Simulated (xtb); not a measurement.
5-ethynylpyrimidine (C₆H₄N₂), SMILES C#Cc1cncnc1. All values are semi-empirical tight-binding results from xtb (GFN2-xTB unless named), good for trends rather than for accurate numbers. Geometry: GFN2-xTB.

Optimised geometry:

```xyz
12

C      0.0000     0.0000     3.1731
C      0.0000     0.0000     1.9722
C      0.0000     0.0000     0.5621
C      0.0000     1.1835    -0.1847
N      0.0000     1.1790    -1.5040
C      0.0000     0.0000    -2.1011
N      0.0000    -1.1790    -1.5040
C      0.0000    -1.1835    -0.1847
H      0.0000     0.0000     4.2222
H      0.0000     2.1528     0.2976
H      0.0000     0.0000    -3.1831
H      0.0000    -2.1528     0.2976
```
Charge 0, spin multiplicity 1.

- point group as xtb finds it: C2v
- orbital gap: 2.61 eV
- dipole moment: 2.34 D
- zero-point energy: 51.7 kcal/mol
- G − E(el) at 298.15 K (modified RRHO): 32.7 kcal/mol
- static polarisability (D4 model): 76.7 bohr³
- solvation energy, GFN2-xTB/ALPB(water): -4.9 kcal/mol
- solvation energy, GFN2-xTB/ALPB(chcl3): -7.6 kcal/mol

Computed IR lines (harmonic; lines under 4 % of the strongest left out, lines within 3 cm⁻¹ merged):
ν (cm⁻¹): 611 (w), 660 (m), 702 (w), 815 (w), 1025 (w), 1177 (w), 1225 (w), 1241 (w), 1404 (w), 1538 (vs), 1548 (m), 3053 (m), 3065 (w), 3395 (w) (against the strongest line: vs over 80 %, s over 45 %, m over 15 %, w over 4 %, vw less)

### Question
Give the atomic charges and the Wiberg bond orders between heavy atoms. (Estimate from the structure and the level; the computed values follow.)

### Answer
charges (e) C1 -0.09, C2 -0.02, C3 0.02, C4 0.08, N5 -0.23, C6 0.15, N7 -0.23, C8 0.08, H9 0.09, H10 0.05, H11 0.05, H12 0.05. Bond orders C1–C2 2.82, C2–C3 1.12, C3–C4 1.35, C4–N5 1.45, N5–C6 1.42, C6–N7 1.42, C3–C8 1.35, N7–C8 1.45.
